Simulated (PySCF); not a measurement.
What settings do to a single point of Lu(NH2)3

The sound run of Lu(NH2)3 (singlet in the valence; each metal's 4f electrons, 14 of them, lie in its core potential, out of spins and levels) uses PySCF 2.14.0, RKS TPSS, Lu lcecp-1-SVP with ECP60, N def2-SVP, H def2-SVP; non-relativistic Hamiltonian with scalar-relativistic core potentials where named; density fitting; no spin-orbit coupling, grid (50, 194), threshold 1e-8 Eh and 55 cycles, at the relaxed geometry:

```xyz
10

Lu    0.0019    0.0014   -0.0154
N     2.1255    0.0039    0.2232
H     2.7394   -0.8127    0.3325
H     2.7533    0.8168    0.2572
N    -1.0550    1.8478   -0.2227
H    -0.6671    2.7990   -0.2220
H    -2.0680    1.9747   -0.3395
N    -1.0682   -1.8489   -0.0093
H    -0.6794   -2.7945    0.0985
H    -2.0824   -1.9874   -0.1026
```

There Lu1 has a Mulliken charge of 0.78 e and the dipole about the centre of mass is 0.03 D. Each run below changes one thing and starts from free metal ions and neutral atoms unless it says otherwise; with 55 cycles, smearing, a level shift and second-order steps follow where DIIS fails, and their cycles count. Energy shifts count from the sound run. On f atoms grids over 110 angular points are at least (60, 302).

```
                                               change        outcome  cycles  energy shift (eV)  largest force component (eV/Å)  charge on Lu1 (e)  dipole about the centre of mass (D)
start from the bare core Hamiltonian, limit 94 cycles      converged      14             0.0000                            0.02               0.78                                 0.03
                                        grid (30, 86)      converged       8             0.0113                            0.08               0.78                                 0.04
                                        cycle limit 8  not converged       8                  –                               –                  –                                    –
```

(1) How does the run with this change end: all coordinates × 0.94?

Forces carry noise of the integration grid, about 0.01 to 0.03 eV/Å.

No frequency check is given that shows the relaxed geometry to be a minimum. An lcecp potential fixes the number of 4f electrons, so in runs with it no electron can move into or out of that shell.

Results:

(1) outcome converged, cycles 8, energy shift (eV) 1.08, largest force component (eV/Å) 3.16, charge on Lu1 (e) 0.66, dipole about the centre of mass (D) 0.03.
